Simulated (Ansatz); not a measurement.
```yaml
crystal:
  periodic: [false, false, false]
  atoms:
    - {symbol: Ge, position_ang: [1.203654, 1.201373, 1.228944]}
    - {symbol: Ge, position_ang: [1.324329, 0.154258, -1.391896]}
    - {symbol: Ge, position_ang: [0.772525, -1.191438, 0.679661]}
    - {symbol: Ge, position_ang: [-1.537912, -1.473714, 0.107042]}
    - {symbol: Ge, position_ang: [-0.964647, 0.953938, 0.106148]}
    - {symbol: H, position_ang: [-2.444983, -1.843629, 1.326666]}
    - {symbol: H, position_ang: [1.978945, 1.422498, -0.465799]}
    - {symbol: H, position_ang: [-0.266518, 0.930453, -1.474866]}
basis:
  gaussian: {orbitals: cc-pVTZ-DK}
total_charge: -1
hamiltonian: {xc: {name: BLYP}}
scf: {omitted_lower_state_checks: [starts]}
```

```sh
$ ansatz run in.yaml --threads 4 --pin off --events-out ev --progress --plain --max-ram 4787MiB
```

It prints (some lines left out):

```
Functional definition: BLYP
2045 factors; their error is unknown
mean field evaluation 1: about -285621.2777 eV, gradient 4.7e1 eV
mean field evaluation 2: about -285618.4650 eV, gradient 5.3e1 eV
mean field evaluation 4: about -285624.0427 eV, gradient 4.0e0 eV
mean field evaluation 8: about -285624.0990 eV, gradient 2.0e-1 eV
mean field evaluation 16: about -285624.0736 eV, gradient 1.5e-3 eV
mean field -285624.07355241 eV, -10496.4911001004 hartree, gradient 6.2e-5 eV, S^2 0.000000; 0 other end points of the search recorded, 0 dependent functions left out
reference -285624.07389696 eV, -10496.4911127625 hartree; 82, 82 occupied and 175, 175 virtual orbitals, 2045 factors
Total energy: -285624.07389696 eV, -10496.4911127625 hartree
Relativity: scalar
Checks for a lower state left out: starts
```

It took 9.5 s on 4 threads of Intel Xeon on a shared host.

DK, ANO-RCC and x2c sets are all-electron and run with scalar relativity unless a key says otherwise. The highest occupied level of an anion often lies above zero with these methods, and sets without diffuse functions describe the outer electron poorly.
